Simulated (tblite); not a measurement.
Species: C6H10FO (doublet state).
SMILES with atom numbers: `[F:1][C@@H:2]1[CH2:3][CH2:4][CH:5][CH2:6][O:7][CH2:8]1` (hydrogens: H9 on C2; H10, H11 on C3; H12, H13 on C4; H14 on C5; H15, H16 on C6; H17, H18 on C8)

Structure optimised with GFN2-xTB, isolated species. This method treats the open shell by occupation alone, without spin polarisation.

**Question.** What internal coordinates does the optimisation give?

**Answer.** 
```json
{"bond": "F1–C2", "length (Å)": "1.387", "order": "single"}
{"bond": "C2–C3", "length (Å)": "1.528", "order": "single"}
{"bond": "C3–C4", "length (Å)": "1.542", "order": "single"}
{"bond": "C4–C5", "length (Å)": "1.478", "order": "single"}
{"bond": "C5–C6", "length (Å)": "1.479", "order": "single"}
{"bond": "C6–O7", "length (Å)": "1.433", "order": "single"}
{"bond": "O7–C8", "length (Å)": "1.396", "order": "single"}
{"bond": "C2–C8", "length (Å)": "1.543", "order": "single"}
{"bond": "C2–H9", "length (Å)": "1.098", "order": "single"}
{"bond": "C3–H10", "length (Å)": "1.091", "order": "single"}
{"bond": "C3–H11", "length (Å)": "1.092", "order": "single"}
{"bond": "C4–H12", "length (Å)": "1.100", "order": "single"}
{"bond": "C4–H13", "length (Å)": "1.091", "order": "single"}
{"bond": "C5–H14", "length (Å)": "1.075", "order": "single"}
{"bond": "C6–H15", "length (Å)": "1.093", "order": "single"}
{"bond": "C6–H16", "length (Å)": "1.104", "order": "single"}
{"bond": "C8–H17", "length (Å)": "1.093", "order": "single"}
{"bond": "C8–H18", "length (Å)": "1.102", "order": "single"}
```

Orders are formal, as drawn. A selection of angles:
```json
{"angle": "F1–C2–C3", "degrees": "109.5"}
{"angle": "F1–C2–C8", "degrees": "108.8"}
{"angle": "C3–C2–C8", "degrees": "114.5"}
{"angle": "C2–C3–C4", "degrees": "113.4"}
{"angle": "C3–C4–C5", "degrees": "114.4"}
{"angle": "C4–C5–C6", "degrees": "121.6"}
{"angle": "C5–C6–O7", "degrees": "112.6"}
{"angle": "C6–O7–C8", "degrees": "115.3"}
{"angle": "C2–C8–O7", "degrees": "115.8"}
```

Torsions: F1–C2–C3–C4 -44° (synclinal); C2–C3–C4–C5 -70° (synclinal); C3–C4–C5–C6 46° (synclinal); C4–C5–C6–O7 -59° (synclinal); C5–C6–O7–C8 92° (anticlinal); C6–O7–C8–C2 -63° (synclinal); F1–C2–C8–O7 104° (anticlinal).

C5 (carbon bonded to 2 C and H) is planar (angles 121.6°, 119.3° and 119.0°, sum 359.9°, 0.02 Å off the plane of its three neighbours). The 7-membered ring C2–C3–C4–C5–C6–O7–C8 has internal angles of 112.6° to 121.6° (sum 808°, against 900° for a flat polygon); it is puckered, 0.31 Å rms from its mean plane, widest ring torsion 92°. The C–O distances run from 1.396 Å (O7–C8, drawn single) to 1.433 Å (C6–O7, drawn single), a spread of 0.037 Å. O7 (oxygen bonded to 2 C) is bent (angle 115.3°). Of the pairs four or more bonds apart, F1···H12 is among the closest relative to their van der Waals radii: 2.37 Å, 89 % of the sum of Bondi's values. The C–C distances run from 1.478 Å (C4–C5, drawn single) to 1.543 Å (C2–C8, drawn single), a spread of 0.065 Å.

Point group: C1 (no symmetry element, even within 0.4 Å). GFN2-xTB frequencies show an imaginary mode (22i cm⁻¹), so the point is no minimum at that level.

On an Intel Xeon at 2.50 GHz with one thread, shared host, this took 1.2 s. That covers the optimisation of the geometry.

One conformer stands for the species.

All values are computed, not measured.
